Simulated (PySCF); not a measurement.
Correlation energy of F (fluorine, neutral)

[He] 2s1 2p6, 2S determinant (an excited configuration). All numbers are calculated (PySCF 2.14, the non-relativistic Hamiltonian (point nucleus), in dyall-av3z). Frozen: 1s2; 7 electrons correlated; the 14 highest virtual orbitals of each spin left out.

MP2 pair energies summed by pair of shells (mhartree):

```csv
pair,energy,share (%)
2p-2p,-246.10,86.6
2s-2p,-38.07,13.4
```

Total MP2 correlation energy: -284.17 mhartree.

Same-spin part -62.72 and opposite-spin part -221.44 mhartree; SCS-MP2 scales them by 1/3 and 6/5 to -286.64 mhartree.
